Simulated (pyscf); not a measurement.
H₂C=CH–C(O•)=O, doublet

Gas-phase minimum from PySCF at ωB97X-D3(BJ)/def2-SVP, one conformer. Other isomers of H₂C=CH–C(O•)=O were not searched in full and may lie lower. 

```
C
C 1 1.3347
H 2 1.0935 1 121.52
H 1 1.0941 2 123.17 3 0.02
H 2 1.0951 3 117.95 1 180.00
C 1 1.4794 4 116.52 2 -179.99
O 6 1.2458 1 125.50 4 -179.92
O 6 1.2630 7 111.35 1 -179.99
```
Charge 0, spin multiplicity 2.

Properties at ωB97X-D3(BJ)/def2-SVP:

* **Harmonic wavenumbers, unscaled**: 98, 247, 466, 477, 612, 795, 800, 965, 1023, 1033, 1064, 1295, 1417, 1642, 1752, 3179, 3229, 3288 cm⁻¹
* **Zero-point energy**: 33.4 kcal/mol
* **Rotational symmetry number**: 1
* **Entropy of this conformer at 298 K and 1 atm, rigid rotor and harmonic oscillator, modes under 100 cm⁻¹ raised to 100**: 305.6 J/(mol K)
* **Dipole moment**: 3.57 D
* **Spin expectation value S2**: 0.757

Single-point totals, which compare only within one level:

| level | total energy (hartree) |
|---|---|
| ωB97X-D3(BJ)/def2-TZVP | -266.66321 |
| PBE/def2-TZVP | -266.30501 |
| r²SCAN/def2-TZVP | -266.46338 |
| B3LYP-D3(BJ)/def2-TZVP | -266.61187 |
| PBE0-D3(BJ)/def2-TZVP | -266.30072 |
| M06-2X/def2-TZVP | -266.47500 |
| ωB97M-D3(BJ)/def2-TZVP | -266.65986 |

Soft torsions are taken as harmonic, which can shift the entropy by several J/(mol K).
